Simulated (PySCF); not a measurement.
# [Zn(H)2] (charge 0, multiplicity 1)

Calculation: TPSSh-D3(BJ)/def2-TZVP // PBE-D3(BJ)/def2-SVP (PySCF).

The HOMO comes out as -7.49 eV and the dipole moment comes out as 0.00 D. The HOMO–LUMO gap comes out as 6.56 eV and the LUMO is -0.94 eV. The charge on the central atom (Mulliken) comes out as 0.11 e and the charge on the central atom (meta-Löwdin) is 0.88 e. The total energy is -1780.5584 Ha and the cost is roughly 10 core-seconds.

```xyz
3

Zn     0.0000     0.0000     0.0000
H     -0.3358     0.5105     1.4251
H      0.3358    -0.5105    -1.4251
```
Charge 0, spin multiplicity 1.
